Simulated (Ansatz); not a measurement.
`F[SiH]([AlH2])[GeH3]` + `[SiH3]B[SiH3]` → `[AlH2][B]([SiH3])[SiH3]` + `F[SiH2][GeH3]`  (formal exchange of groups at the Al–Si bond)

Calculated with Ansatz (gas phase, PBE0-D4/def2-TZVP geometries, no zero-point term in ΔE). CBS: MP2 limit from def2 TZ/QZ plus the TZ coupled-cluster correction, frozen cores. Functionals use def2-TZVPP. B3LYP here is the variant with VWN-RPA as its local correlation; programs differ in this. For Ge outer-core shells are correlated without core-valence functions, which leaves a few kJ/mol of doubt a bond. Scalar relativity is left out up to krypton.

`F[SiH]([AlH2])[GeH3]`:

```xyz
10

F     1.435   -1.658   -0.789
Si    0.918   -0.283   -0.110
Al    0.117   -0.636    2.190
Ge   -0.763    0.666   -1.522
H     2.071    0.669   -0.141
H     0.019   -2.082    2.835
H    -0.349    0.642    3.010
H    -2.029   -0.209   -1.547
H    -1.154    2.046   -0.960
H    -0.266    0.845   -2.966
```

`[SiH3]B[SiH3]`:

Z-matrix (Å, degrees):
```
Si
B 1 2.006
H 1 1.489 2 113.2
H 1 1.495 2 104.9 3 117.2
H 1 1.488 2 114.2 3 -125.0
Si 2 2.006 1 124.9 3 149.9
H 2 1.198 1 117.4 3 -36.8
H 6 1.489 2 113.0 1 -149.1
H 6 1.495 2 105.0 1 93.7
H 6 1.488 2 114.3 1 -24.2
```

`[AlH2][B]([SiH3])[SiH3]`:

```xyz
12

Al   -0.285    1.606    1.620
B    -0.025    0.144    0.145
Si    0.544    0.584   -1.718
Si   -0.327   -1.799    0.490
H     0.892    1.932    2.640
H    -1.663    2.395    1.731
H     1.264   -0.515   -2.422
H     1.335    1.835   -1.880
H    -0.771    0.786   -2.404
H    -1.284   -2.125    1.585
H     1.032   -2.252    0.925
H    -0.711   -2.590   -0.712
```

`F[SiH2][GeH3]`:

```xyz
8

F     0.536    0.209    2.211
Si   -0.175   -0.592    1.015
Ge    0.160    0.572   -1.034
H     0.420   -1.952    0.965
H    -1.620   -0.703    1.341
H    -0.456    1.979   -0.973
H    -0.521   -0.211   -2.170
H     1.657    0.698   -1.356
```

| level | ΔE (kJ/mol) | difference from CCSD(T)/CBS |
| --- | --- | --- |
| PBE-D4 | -1.4 | 3.0 |
| r2SCAN-D4 | -5.5 | -1.1 |
| B3LYP-D4 | -1.6 | 2.8 |
| ωB97M-V | -6.1 | -1.7 |
| PBE | 0.4 | 4.8 |
| PBE0 | -0.2 | 4.2 |
| B3LYP | 1.2 | 5.6 |
| HF/def2-TZVPP | 0.9 | 5.3 |
| MP2/def2-TZVPP | -6.7 | -2.3 |
| SCS-MP2/def2-TZVPP | -4.8 | -0.4 |
| CCSD/def2-TZVPP | -3.3 | 1.1 |
| CCSD(T)/def2-TZVPP | -4.4 | 0.0 |
| HF/def2-QZVPP | 0.4 | 4.8 |
| MP2/def2-QZVPP | -6.8 | -2.4 |
| HF/CBS(def2) | 0.3 | 4.7 |
| CCSD/CBS(def2) | -3.3 | 1.1 |
| CCSD(T)/CBS | -4.4 | 0 |

Largest T1 diagnostic among the species: 0.015.

In def2-TZVPP, CCSD(T) changes the Hartree–Fock value by −5.3 kJ/mol (the triples alone add −1.1 kJ/mol) and MP2 by −7.6 kJ/mol.
